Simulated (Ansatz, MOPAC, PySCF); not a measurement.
Pair of molecules: CH3Cl (SMILES CCl) (first 5 atoms) with H2 (SMILES [H][H]); geometry from B3LYP-D3(BJ)/def2-TZVP, rigid monomers moved along the line of their centres of mass till Cl2···H7 is 2.70 Å.
(charge 0, multiplicity 1):
```xyz
7

C     -0.2693     1.0804    -0.4277
Cl    -0.1522    -0.7034    -0.2695
H     -1.1997     1.3174    -0.9347
H     -0.2559     1.5117     0.5687
H      0.5809     1.4279    -1.0066
H     -0.1045     0.3764     2.9504
H     -0.0974    -0.0795     2.3612
```

Counterpoise-corrected where a basis set is named; no monomer relaxation. Rows marked so take none.

Cores are frozen in the correlated methods. CBS(a, b) extrapolates the correlation energy as X⁻³ and adds the Hartree–Fock energy of set b. Rows in 6-31G*, STO-3G carry no dispersion term and start afresh at each structure (6-31G* with six Cartesian d functions). MP2/6-31G* freezes PySCF's default core. The state that AM1 reach isn't checked.

Run with Ansatz (a first-principles code) with Gaussian orbitals; MOPAC for AM1 (differences of heats of formation); PySCF for 6-31G* rows, STO-3G rows, the dispersion terms. Each number belongs to the level named beside it.

Other levels give for the interaction energy: PBE/def2-TZVPPD -0.22; B3LYP/def2-TZVPPD 0.43; B3LYP-D3(BJ)/def2-TZVPPD -0.40; wB97M-V/def2-TZVPPD -0.35; CCSD(T)/CBS(aug-cc-pV(D+d)Z, aug-cc-pV(T+d)Z) -0.44 kcal/mol.

Common cheap choices:

```
level                            interaction energy (kcal/mol)  less -0.44 (CCSD(T)/CBS(aug-cc-pV(D+d)Z, aug-cc-pV(T+d)Z))
-------------------------------  -----------------------------  ----------------------------------------------------------
AM1                                                      -0.12                                                        0.32
HF/STO-3G (no counterpoise)                               0.65                                                        1.09
HF/6-31G*                                                 1.18                                                        1.63
HF/6-31G* (no counterpoise)                               1.08                                                        1.53
BP86/6-31G* (no counterpoise)                             0.59                                                        1.04
M06-2X/6-31G* (no counterpoise)                          -0.49                                                       -0.05
MP2/6-31G*                                                0.84                                                        1.29
MP2/6-31G* (no counterpoise)                              0.43                                                        0.88
```
